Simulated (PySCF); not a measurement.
Sn(H)3(NH2) (H₅NSn), SMILES [NH2][SnH3].

The structure is a stationary point at B3LYP-D3(BJ)/def2-TZVP. The def2 effective core potentials stand for the cores of Sn; spin–orbit coupling is left out.

Computed with TDDFT-ωB97X/def2-SVPD (PySCF 2.14.0).

Vertical excitations. The molecule is in vacuum. State labels are in the subgroup Cs.

Computed UV-visible absorptions:
| state | symmetry | energy (eV) | λ (nm) | f | main pairs |
|---|---|---|---|---|---|
| S1 | A' | 6.07 | 204 | 0.052 | HOMO→LUMO 67 %, HOMO→LUMO+1 23 % |
| S2 | A' | 7.20 | 172 | 0.054 | HOMO→LUMO+1 62 %, HOMO→LUMO 27 % |
| S3 | A" | 7.48 | 166 | 0.001 | HOMO→LUMO+2 93 % |
| S4 | A' | 7.90 | 157 | 0.007 | HOMO−2→LUMO 29 %, HOMO→LUMO+4 27 %, HOMO→LUMO+3 18 %, HOMO−2→LUMO+1 14 % |
| S5 | A' | 8.05 | 154 | 0.073 | HOMO→LUMO+3 74 % |
| S6 | A" | 8.10 | 153 | 0.024 | HOMO−1→LUMO 63 %, HOMO−1→LUMO+1 26 % |
| S7 | A' | 8.56 | 145 | 0.063 | HOMO→LUMO+4 44 %, HOMO−2→LUMO 36 % |
| S8 | A" | 8.71 | 142 | 0.292 | HOMO−1→LUMO+1 69 %, HOMO−1→LUMO 23 % |
| S9 | A' | 8.82 | 141 | 0.236 | HOMO−2→LUMO+1 67 %, HOMO−2→LUMO 16 % |
| S10 | A" | 8.83 | 140 | 0.030 | HOMO→LUMO+5 27 %, HOMO−1→LUMO+3 27 %, HOMO−2→LUMO+2 25 %, HOMO→LUMO+7 13 % |
| T1 | A' | 5.59 | 222 | 0 | HOMO→LUMO 46 %, HOMO→LUMO+1 41 %, HOMO→LUMO+4 7 % |
| T2 | A' | 6.80 | 182 | 0 | HOMO→LUMO 41 %, HOMO→LUMO+1 33 % |
| T3 | A" | 7.35 | 169 | 0 | HOMO→LUMO+2 82 % |
| T4 | A' | 7.59 | 163 | 0 | HOMO→LUMO+3 44 %, HOMO−2→LUMO 19 %, HOMO→LUMO+1 10 % |
Triplets are in the Tamm–Dancoff approximation, which puts them higher than full response would, so one can lie above its singlet here.
